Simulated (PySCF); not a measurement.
# Bond energies at CCSD(T)/def2-TZVPP beside a composite method

PySCF, lowest determinants of a PBE0 search. The composite is CCSD(T) extrapolated to the basis-set limit from two correlation-consistent sets, with core-valence (CV) and scalar-relativistic (SR) terms as its label shows; it has no spin–orbit coupling and nothing beyond (T).

```
species  state (unpaired electrons)  De CCSD(T) (eV)  De composite (eV)              composite  dissociates to
    GeF               doublet (π ↑)             5.13               5.29        CCSD(T)/CBS(DT)          Ge + F
    LiI      singlet (closed shell)             3.65               3.95     CCSD(T)/CBS(TQ)+CV          Li + I
    NaB          triplet (σ ↑, π ↑)             0.73               0.78  CCSD(T)/CBS(DT)+CV+SR          Na + B
     CI               doublet (π ↑)             2.83               2.96     CCSD(T)/CBS(TQ)+CV           C + I
    AlH      singlet (closed shell)             3.14               3.19  CCSD(T)/CBS(TQ)+CV+SR          Al + H
    TeF               doublet (π ↑)             3.29               3.58     CCSD(T)/CBS(TQ)+CV          Te + F
    MgS      singlet (closed shell)             1.92               2.19  CCSD(T)/CBS(DT)+CV+SR          Mg + S
    SbI              triplet (π ↑↑)             2.10               2.20        CCSD(T)/CBS(DT)          Sb + I
```

Question: Does CCSD(T) bind more or less than the composite, by how much on average, and where is the difference largest?

Answer: CCSD(T)/def2-TZVPP binds less on average, method and basis taken together: the mean signed difference is -0.17 eV and the mean absolute one 0.17 eV; it is largest for LiI (-0.30 eV).

The molecules are drawn from runs that passed checks on state, spin purity and fit, so the hardest cases are missing and the errors look smaller than over all diatomics.

Correlated steps freeze the inner cores (2 to 13 orbitals); shallow outer-core shells are correlated. UHF and ROHF references stand side by side, which adds small steps between rows. These are scalar-relativistic numbers at best; spin–orbit coupling would shift them, the dissociation energy most. Where the molecule has an RHF reference, its open-shell atoms are computed with UHF. The CCSD T1 diagnostic is raised in CI, MgS, a sign that a single reference may not be enough there. States were picked by a PBE0 search and need not be the measured ground states.
